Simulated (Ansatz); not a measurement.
Cost and result for the atomization energy of CH$_{6}$GeO$_{2}$, SMILES `OC[O][GeH3]` (10 atoms, 9 bonds).

Cartesian coordinates in Å:
```
O 0.836 -0.369 -2.161
C 0.147 -0.546 -0.973
O 0.543 0.428 -0.048
Ge -0.258 0.485 1.545
H 0.656 0.522 -2.476
H 0.403 -1.554 -0.626
H -0.945 -0.488 -1.132
H 0.392 1.673 2.255
H -0.006 -0.843 2.282
H -1.770 0.691 1.333
```

Charge 0, multiplicity 1. Correlated methods include outer-core shells of Ge, which these sets cover unevenly. Scalar relativity is left out up to krypton. All single points use the PBE0-D4/def2-TZVP geometry. It is one conformer, not always the lowest. Program: Ansatz. All runs use 4 threads of an AMD EPYC 7B13 on a shared host. Times are those of one run each, without the atoms' runs, and a repeat can differ threefold. Electronic energies, without spin–orbit coupling; frozen cores. CCSD(T)/CBS adds CCSD(T) − MP2 in def2-TZVPP to the MP2 limit, and its time is that of the two runs behind it. T1 = 0.012. With those shells the extrapolation isn't a true limit. B3LYP takes the VWN-RPA correlation (the form of Gaussian; ORCA's B3LYP/G). HSE06 is the plane-wave form, built on full-range PBE exchange.

CCSD(T)/CBS is a level of theory with its own doubt, some kJ/mol a heavy atom from the limit and from the frozen cores, so smaller differences don't rank the functionals.

| level | functions | wall time |
| --- | --- | --- |
| LDA (SPW92)/def2-TZVPP | 225 | 1.1 s |
| BLYP-D4/def2-TZVPP | 225 | 1.7 s |
| PBE0-D4/def2-TZVPP | 225 | 2.3 s |
| BHLYP-D4/def2-TZVPP | 225 | 2.5 s |
| HSE06-D4/def2-TZVPP | 225 | 2.7 s |
| CAM-B3LYP-D4/def2-TZVPP | 225 | 2.8 s |
| B3LYP-D4/def2-TZVPP (with forces) | 225 | 3.4 s |
| PBE-QIDH/def2-TZVPP | 225 | 4 s |
| CCSD(T)/def2-SVP | 104 | 5.5 s |
| ωB97M-V/def2-TZVPP (with forces) | 225 | 7.5 s |
| MP2/def2-QZVPP | 440 | 16 s |
| CCSD(T)/def2-TZVPP | 225 | 97 s |
| CCSD(T)/CBS(def2) | – | 110 s |

Q: What atomization energy does each give, and how far from CCSD(T)/CBS? (Best estimate.)

A: The calculation gave: 
| level | atomization (kcal/mol) | difference from CCSD(T)/CBS | per bond |
| --- | --- | --- | --- |
| LDA (SPW92)/def2-TZVPP | 934.5 | 125.4 | 13.9 |
| BLYP-D4/def2-TZVPP | 801.9 | -7.2 | -0.8 |
| PBE0-D4/def2-TZVPP | 798.6 | -10.5 | -1.2 |
| BHLYP-D4/def2-TZVPP | 774.2 | -34.9 | -3.9 |
| HSE06-D4/def2-TZVPP | 799.1 | -10.0 | -1.1 |
| CAM-B3LYP-D4/def2-TZVPP | 808.5 | -0.6 | -0.1 |
| B3LYP-D4/def2-TZVPP (with forces) | 801.5 | -7.6 | -0.9 |
| PBE-QIDH/def2-TZVPP | 795.6 | -13.5 | -1.5 |
| CCSD(T)/def2-SVP | 758.3 | -50.8 | -5.6 |
| ωB97M-V/def2-TZVPP (with forces) | 804.6 | -4.5 | -0.5 |
| MP2/def2-QZVPP | 811.4 | 2.3 | 0.3 |
| CCSD(T)/def2-TZVPP | 789.5 | -19.6 | -2.2 |
| CCSD(T)/CBS(def2) | 809.1 | 0.0 | 0.0 |

At CCSD(T), def2-SVP lies −50.8 kcal/mol from the extrapolated value and def2-TZVPP −19.7 kcal/mol: correlation converges slowly with the basis, and small sets miss more of it in the bonded molecule than in its fragments. In def2-TZVPP, CCSD(T) changes the Hartree–Fock value by +228.9 kcal/mol (the triples alone add +12.3 kcal/mol) and MP2 by +239.2 kcal/mol; breaking electron pairs costs correlation energy, which Hartree–Fock lacks. From BLYP to BHLYP (50 % exact exchange), in def2-TZVPP and without D4, the atomization energy moves by −23.8 kcal/mol: exact exchange takes away binding that semilocal exchange gives to molecules.

For some Ge, Se and Sn compounds the MP2-based and the directly extrapolated limit differ by 10 to 25 kJ/mol.
